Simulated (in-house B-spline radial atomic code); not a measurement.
Relativistic effects in Sr, [Kr] 5s2: non-relativistic Hartree-Fock (point nucleus) against Dirac-Hartree-Fock (Fermi nucleus of rms radius 4.224 fm), both averages of the configuration, computed with a radial B-spline atomic code at the basis-set limit.

| orbital | ε NR (Eh) | ε Dirac (Eh) | <r> NR (bohr) | <r> Dirac (bohr) | change of <r> (%) |
| --- | --- | --- | --- | --- | --- |
| 1s1/2 | -583.69 | -595.62 | 0.04017 | 0.03915 | -2.6 |
| 2s1/2 | -80.391 | -83.145 | 0.1765 | 0.1717 | -2.7 |
| 2p1/2 | -72.996 | -75.376 | 0.1523 | 0.1475 | -3.1 |
| 2p3/2 | -72.996 | -72.842 | 0.1523 | 0.1517 | -0.4 |
| 3s1/2 | -13.475 | -13.96 | 0.4997 | 0.4887 | -2.2 |
| 3p1/2 | -10.7 | -11.078 | 0.5005 | 0.4891 | -2.3 |
| 3p3/2 | -10.7 | -10.673 | 0.5005 | 0.4989 | -0.3 |
| 3d3/2 | -5.6944 | ? | 0.495 | ? | ? |
| 3d5/2 | -5.6944 | -5.5582 | 0.495 | 0.4979 | +0.6 |
| 4s1/2 | -1.8968 | -1.9489 | 1.391 | 1.366 | -1.8 |
| 4p1/2 | -1.0982 | -1.1264 | 1.578 | 1.549 | -1.8 |
| 4p3/2 | -1.0982 | -1.0799 | 1.578 | 1.581 | +0.2 |
| 5s1/2 | -0.17846 | ? | 4.633 | ? | ? |

What happens to 5s1/2?

Its energy goes to -0.18126 hartree and <r> to 4.564 bohr (-1.49 %).

What happens to 3d3/2?

Its energy goes to -5.6286 hartree and <r> to 0.4943 bohr (-0.14 %).

What explains the pattern of contraction and expansion?

Expansion is seen in 3d5/2, 4p3/2. The s and p1/2 orbitals contract directly, screen the nucleus better, and so push out orbitals that have little density near the nucleus; spin-orbit coupling adds to this for j = l + 1/2 and opposes it for j = l - 1/2.

By how much does the total energy change?

By -46.535 hartree, from -3131.546 to -3178.081.
